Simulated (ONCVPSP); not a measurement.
**Varying the ONCV potential for As**

Base potential:

As (Z = 33), optimised norm-conserving Vanderbilt (ONCV), made with ONCVPSP 4.0.1 (Wu-Cohen, non-relativistic). Core [Ar], reference 3d10 4s1 4p4. Waves: 4s: rc 1.65 bohr, ncon 4, nbas 8, qcut 4.5 1/bohr, 1 projector; 4p: rc 1.90 bohr, ncon 4, nbas 8, qcut 3.7 1/bohr, 3 projectors, debl 1.5 Ha; 3d: rc 0.85 bohr, ncon 4, nbas 8, qcut 17.6 1/bohr, local. Local part: the d channel. Core correction: Teter function, fcfact 3, rcfact 1.6.

All-electron outer shells of the reference configuration (Wu-Cohen, non-relativistic, ld1.x):

```
shell  level (eV)  outermost node (bohr)  outermost maximum (bohr)
   3s     -185.22                   0.25                      0.53
   3p     -133.72                   0.22                      0.52
   3d      -43.27                      –                      0.47
   4s      -14.90                   0.75                      1.63
   4p       -5.85                   0.78                      1.97
```

Cutoffs, loose and tight: the cutoffs (Ha) at which the residual kinetic energy of the hardest occupied pseudo-wave falls to 1 and 0.1 mHa per electron. They do not see the model core or the augmentation charge, which bear on the density cutoff. Test errors are all-electron minus pseudo excitation energies from the reference, over the configurations 3d10 4s2 4p3; 3d10 4s2 4p2; 3d10 4s2 4p1; 3d9 4s2 4p4. A dash means not determined; rows that change the core or the reference have their own tests. The largest error is taken over the tests solved by every variant that gives reliable tests at all: 3d10 4s2 4p1; 3d10 4s2 4p2; 3d10 4s2 4p3.

A true bound ghost makes a file unfit for plane-wave use even where its test errors are small: the radial tests pick states by their node count and pass the ghost by.

```csv
change,outcome,"cutoff, loose","cutoff, tight",bound ghosts,GHOST(+) flags above zero,largest test error (meV)
base,generated,132 Ha,146 Ha,"s, p","s, p",+2.6
"core correction Teter function, fcfact 1.6, rcfact 1.6",generated,132 Ha,146 Ha,"s, p","s, p",+2.8
"core correction Teter function, fcfact 2.5, rcfact 1.6",generated,132 Ha,146 Ha,"s, p","s, p",+2.7
"core correction Teter function, fcfact 3.2, rcfact 1.6",generated,132 Ha,146 Ha,"s, p","s, p",+2.6
"core correction Teter function, fcfact 4.3, rcfact 1.6",generated,132 Ha,146 Ha,"s, p","s, p",+2.5
"core correction Teter function, fcfact 5.2, rcfact 1.6",generated,132 Ha,146 Ha,"s, p","s, p",+2.4
"core correction Teter function, fcfact 5.8, rcfact 1.6",generated,132 Ha,146 Ha,"s, p","s, p",+2.3
"core correction Teter function, fcfact 6.5, rcfact 1.6",generated,132 Ha,146 Ha,"s, p","s, p",+2.2
"core correction Teter function, fcfact 7.6, rcfact 1.6",generated,132 Ha,146 Ha,"s, p","s, p",+2.1
```

Reading the sweep of the fcfact (base included, trends over the rows without a ghost): Bound ghosts are found at 1.6, 2.5, 3, 3.2, 4.3, 5.2, 5.8, 6.5, 7.6. Every judged row has one, so this setting neither creates nor removes them.
